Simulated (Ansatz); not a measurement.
Consider the ligand exchange at the Si–Br bond: `CC[SiH2]Br` + H₂S → `CC[SiH2]S` + HBr.

Calculated with Ansatz (gas phase, PBE0-D4/def2-TZVP geometries, no zero-point term in ΔE). CCSD(T)/CBS is the MP2 limit (def2-TZVPP, def2-QZVPP) plus CCSD(T) − MP2 in def2-TZVPP, frozen cores. This one scheme is used for every species. DFT in def2-TZVPP. B3LYP here is the variant with VWN-RPA as its local correlation; programs differ in this. HSE06 is defined as in plane-wave codes. For Br outer-core shells are correlated without core-valence functions, which leaves a few kJ/mol of doubt a bond. Scalar relativity is left out up to krypton. One conformer a species, not always the lowest.

`CC[SiH2]Br`:

```xyz
11

C    -1.088   -0.569   -0.816
C    -0.536    0.335    0.284
Si    1.317    0.202    0.445
Br    2.045    1.546    2.067
H    -2.173   -0.478   -0.896
H    -0.862   -1.621   -0.623
H    -0.666   -0.317   -1.793
H    -0.787    1.383    0.090
H    -0.981    0.087    1.253
H     1.731   -1.180    0.798
H     2.000    0.612   -0.808
```

H₂S:

```xyz
3

S     0.099   -0.539    0.288
H    -0.733    0.490    0.504
H     0.634    0.049   -0.792
```

`CC[SiH2]S`:

```xyz
12

C    -0.582    1.275   -1.018
C     0.310    0.641    0.047
Si    0.054   -1.206    0.200
S     1.337   -2.112    1.657
H    -0.381    0.857   -2.008
H    -1.641    1.112   -0.804
H    -0.423    2.354   -1.081
H     1.367    0.819   -0.171
H     0.120    1.094    1.026
H    -1.373   -1.486    0.520
H     0.407   -1.899   -1.067
H     0.805   -1.449    2.699
```

HBr:

```xyz
2

Br   -0.034   -0.201   -0.680
H     0.034    0.201    0.680
```

```csv
level,ΔE (eV)
HSE06-D4,0.38
B3LYP,0.41
r2SCAN0,0.41
MP2/def2-SVP,0.41
```

**Question.** What does CCSD(T)/CBS give? (Best estimate.)

**Answer.** Ansatz gave: +0.42 eV. The listed levels differ from it by -0.04, -0.01, -0.01, -0.01 eV.

Largest T1 diagnostic among the species: 0.010.

At CCSD(T), def2-SVP lies −0.04 eV from the extrapolated value and def2-TZVPP −0.03 eV. In def2-TZVPP, CCSD(T) changes the Hartree–Fock value by −0.10 eV (the triples alone add −0.02 eV) and MP2 by −0.09 eV.
